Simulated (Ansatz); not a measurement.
Basis-set extrapolation for CH$_{6}$FSi$_{2}$ (`F[SiH2]C[SiH2]`) radical (PBE0-D4/def2-TZVP geometry, frozen core, Ansatz). Multiplicity 2, UHF reference.

```json
{"": "HF", "def2-TZVPP": "-718.784647", "def2-QZVPP": "-718.809648"}
{"": "MP2 correlation", "def2-TZVPP": "-0.653623", "def2-QZVPP": "-0.706427"}
{"": "CCSD(T) correlation", "def2-TZVPP": "-0.722867", "def2-QZVPP": "not run"}
```

Energies in hartree. Use E(X) = E(∞) + A·exp(−7.88·√X) for Hartree–Fock and E(X) = E(∞) + B·X^(−2.97) for correlation, with X = 3 and 4, and add CCSD(T) minus MP2 of the smaller set to the MP2 limit.

Problem. What is the CCSD(T) energy at the basis-set limit?

Solution. HF limit: -718.809648 + (-0.025001) × 0.13774 = -718.81309. MP2 limit: -0.706427 + (-0.052804) × 0.74074 = -0.74554. Higher-order term: -0.722867 − (-0.653623) = -0.06924. Total: -719.62787 hartree, 75.5 kcal/mol below CCSD(T)/def2-TZVPP.
